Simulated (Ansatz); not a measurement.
C$_{2}$H$_{6}$GeOSi (`[OH][GeH2][C]#C[SiH3]`) at its PBE0-D4/def2-TZVP geometry, where that method's forces vanish. Charge 0, multiplicity 1.

```xyz
11

O    -2.0868    0.5157   -2.3066
Ge   -0.5938    1.2898   -1.7365
C     0.0422    0.3542   -0.2020
C     0.4472   -0.2573    0.7653
Si    1.0500   -1.1710    2.2261
H    -1.9930   -0.4343   -2.4068
H     0.4966    1.2330   -2.8179
H    -0.9993    2.7166   -1.3698
H     1.4055   -2.5539    1.8240
H     2.2477   -0.4845    2.7683
H    -0.0164   -1.2084    3.2559
```

Question: What forces (eV/Å) does B3LYP-D4/def2-TZVPP give on these atoms in Ansatz 0.2.0? (An estimate is asked.)

Answer: Ansatz gave: 
```
O1  -0.220 -0.111 -0.086
Ge2  0.220  0.213  0.010
C3   0.059 -0.079  0.138
C4  -0.021  0.029 -0.046
Si5  0.031 -0.047  0.074
H6  -0.046 -0.048 -0.023
H7   0.002  0.008 -0.009
H8  -0.003  0.002 -0.007
H9  -0.020  0.085  0.034
H10 -0.075 -0.050 -0.027
H11  0.073 -0.002 -0.059
```

B3LYP here is the variant with VWN-RPA as its local correlation; programs differ in this.
